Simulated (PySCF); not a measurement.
Radial density of Eu⁵²⁺ (europium, charge +52)

UHF, [Ne] 3s1, 2S determinant. Computed with PySCF 2.14 in an even-tempered Gaussian basis (17 s from 12 bohr⁻², ratio 2.5; 12 p from 16 bohr⁻², ratio 2.5; 4 d from 58 bohr⁻², ratio 2.7; 4 f from 87 bohr⁻², ratio 2.7), with scalar relativity by spin-free X2C-1e.

```tsv
r (bohr)	4πr²ρ (e/bohr)	4πr²(ρα − ρβ)
0.0261	68.85	0.0065
0.0439	75.36	1.0984
0.0739	92.70	1.8950
0.124	37.62	0.3167
0.209	8.020	6.0149
0.352	1.186	1.1817
0.592	0.008623	0.0086
```

Densities and radii are taken from the X2C orbitals without a picture-change correction, which distorts them close to the nucleus.

Spin-orbit coupling, which splits the p, d and f shells strongly at this Z, is absent.
